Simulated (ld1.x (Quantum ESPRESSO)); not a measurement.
How hard is this rhenium TM potential?

rhenium (Re), norm-conserving Troullier–Martins (Kleinman–Bylander form), made with ld1.x (Quantum ESPRESSO) 7.5 (LDA (PZ), non-relativistic). Core [Xe] 4f14, reference 5d5 6s2 6p0. Waves: 6s (bound): rc 3.05 bohr; 5d (bound): rc 1.45 bohr; 6p (bound, empty): rc 3.55 bohr. Local part: the p channel. Core correction: Bessel-smoothed model core, default radius (core density twice the valence density).

The pseudo-atom Hamiltonian at the reference potential is diagonalised in spherical Bessel functions j_l(qr) that vanish at 20 bohr, with q² up to the cutoff. All-electron valence levels (Ry): 6s -0.3743, 5d -0.5171, 6p -0.1172.

**Question.** How do the lowest levels (Ry) of each channel move with the cutoff, and are there ghosts?

**Answer.**

```json
{"cutoff (Ry)": "8", "s #1": "-0.3714", "d #1": "0.0090", "d #2": "0.0805", "p #1": "-0.1171", "f #1": "0.1086", "f #2": "0.2272", "Σ f·Δε (mRy)": "2636.2"}
{"cutoff (Ry)": "15", "s #1": "-0.3741", "d #1": "-0.3172", "d #2": "0.0587", "p #1": "-0.1172", "f #1": "0.1086", "f #2": "0.2272", "Σ f·Δε (mRy)": "1000.0"}
{"cutoff (Ry)": "25", "s #1": "-0.3743", "d #1": "-0.5023", "d #2": "0.0569", "p #1": "-0.1172", "f #1": "0.1086", "f #2": "0.2272", "Σ f·Δε (mRy)": "74.0"}
{"cutoff (Ry)": "40", "s #1": "-0.3743", "d #1": "-0.5164", "d #2": "0.0568", "p #1": "-0.1172", "f #1": "0.1086", "f #2": "0.2272", "Σ f·Δε (mRy)": "3.6"}
{"cutoff (Ry)": "55", "s #1": "-0.3743", "d #1": "-0.5168", "d #2": "0.0568", "p #1": "-0.1172", "f #1": "0.1086", "f #2": "0.2272", "Σ f·Δε (mRy)": "1.3"}
{"cutoff (Ry)": "80", "s #1": "-0.3743", "d #1": "-0.5171", "d #2": "0.0568", "p #1": "-0.1172", "f #1": "0.1086", "f #2": "0.2272", "Σ f·Δε (mRy)": "0.0"}
{"cutoff (Ry)": "400", "s #1": "-0.3743", "d #1": "-0.5171", "d #2": "0.0568", "p #1": "-0.1172", "f #1": "0.1086", "f #2": "0.2272", "Σ f·Δε (mRy)": "0.0"}
```

Result: no extra level below or beside the all-electron valence levels (s, d, p, f tested); 10 mRy is reached at 35 Ry and 1 mRy at 60 Ry.
